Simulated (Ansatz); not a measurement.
Cost and result for the atomization energy of C₃H₉AlSi, SMILES `C=[CH][AlH][CH2][SiH3]` (14 atoms, 13 bonds).

```xyz
14

C    -1.7812    0.3337   -1.5054
C    -1.9862    0.7885   -0.2660
Al   -0.5218    0.9333    1.0003
C     1.2817    0.4732    0.4106
Si    1.6149   -1.3607    0.3709
H    -2.5803    0.2268   -2.2373
H    -0.7941    0.0366   -1.8544
H    -3.0124    1.0549   -0.0106
H    -0.7722    1.3925    2.5007
H     2.0018    0.9380    1.0931
H     1.4690    0.8708   -0.5935
H     1.2113   -1.9951    1.6592
H     3.0503   -1.6870    0.1426
H     0.8192   -2.0056   -0.7102
```

Charge 0, multiplicity 1. Geometry: relaxed with PBE0-D4/def2-TZVP. It is one conformer, not always the lowest. Program: Ansatz. All runs use 4 threads of an Arm Neoverse V2 on a shared host. Times are those of one run each, without the atoms' runs, and a repeat can differ threefold. Electronic energies, without spin–orbit coupling; frozen cores. CCSD(T)/CBS adds CCSD(T) − MP2 in def2-TZVPP to the MP2 limit, and its time is that of the two runs behind it. T1 = 0.011. B3LYP takes the VWN-RPA correlation (the form of Gaussian; ORCA's B3LYP/G).

CCSD(T)/CBS is a level of theory with its own doubt, some kJ/mol a heavy atom from the limit and from the frozen cores, so smaller differences don't rank the functionals.

| level | functions | wall time | atomization (kJ/mol) | difference from CCSD(T)/CBS | per bond |
| --- | --- | --- | --- | --- | --- |
| PBE-D4/def2-TZVPP (with forces) | 303 | 2.9 s | 4983.3 | 28.2 | 2.2 |
| PBE0-D4/def2-TZVPP | 303 | 3.7 s | 4944.7 | -10.4 | -0.8 |
| r2SCAN-D4/def2-TZVPP (with forces) | 303 | 5.5 s | 4962.9 | 7.8 | 0.6 |
| B3LYP-D4/def2-TZVPP (with forces) | 303 | 6 s | 4953.9 | -1.2 | -0.1 |
| B2PLYP/def2-TZVPP | 303 | 7 s | 4897.6 | -57.5 | -4.4 |
| ωB97X-V/def2-TZVPP | 303 | 9.5 s | 4967.2 | 12.1 | 0.9 |
| ωB97M-V/def2-TZVPP (with forces) | 303 | 14 s | 4965.0 | 9.9 | 0.8 |
| MP2/def2-QZVPP | 581 | 27 s | 4935.0 | -20.1 | -1.5 |
| CCSD(T)/def2-TZVPP | 303 | 10 min | 4843.1 | -112.0 | -8.6 |
| CCSD(T)/CBS(def2) | – | 11 min | 4955.1 | 0.0 | 0.0 |

The D4 term adds +48.1 kJ/mol with B3LYP and +25.7 kJ/mol with PBE0; it sums over pairs of atoms, weighted by their polarisabilities, and B3LYP, whose exchange is more repulsive, gets the larger term. In def2-TZVPP, CCSD(T) changes the Hartree–Fock value by +1071.5 kJ/mol (the triples alone add +57.8 kJ/mol) and MP2 by +1097.0 kJ/mol; breaking electron pairs costs correlation energy, which Hartree–Fock lacks. From PBE to PBE0 (25 % exact exchange), in def2-TZVPP and without D4, the atomization energy moves by −34.3 kJ/mol: exact exchange takes away binding that semilocal exchange gives to molecules.
